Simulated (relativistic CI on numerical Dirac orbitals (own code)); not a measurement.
Calculated at this level of theory: Dirac-Coulomb-Breit CI, KLI orbitals optimised for each configuration, model QED (radiative potential, 1s self-energy scaled to tabulated hydrogen-like ionisation energies), unscaled Slater integrals (own radial code, finite nucleus).

The strongest absorption lines from the ground level of an ion, among the configurations computed and to levels below about 124 eV (vacuum wavelength in Å, gf): 101.23 (4.2), 102.13 (1.5), 134.47 (2.6), 143.45 (3.1), 147.93 (1.5), 151.52 (1.3), 161.83 (1.8), 172.73 (0.75).

Which ion is it?
A. Zn XI
B. Cr V
C. Ni IX
D. Ge XIII

C. Ni IX has 20 electrons and the ground level 3s²3p⁶3d² ³F2; the strongest line goes to 3s²3p⁶3d4f ³G°3. The pattern of lines fixes the number of electrons, and along that sequence the line energies rise steadily with the charge (about as its square where n changes within one kind of shell, about linearly where n is kept but much faster in heavy ions where fine structure, which grows about as Z⁴, sets the gap, and irregularly where shells cross), which fixes Z. Configurations outside the model, such as inner-shell arrays, can give stronger lines. At this charge configurations can still be misplaced by up to about 7 % of their energy. Terms inside the open d or f shell come out 10 to 20 % too wide with unscaled integrals.

LS names give the leading component of a level, which can be under half, so a name can repeat, a term be missing and a line seem to break the LS rules.
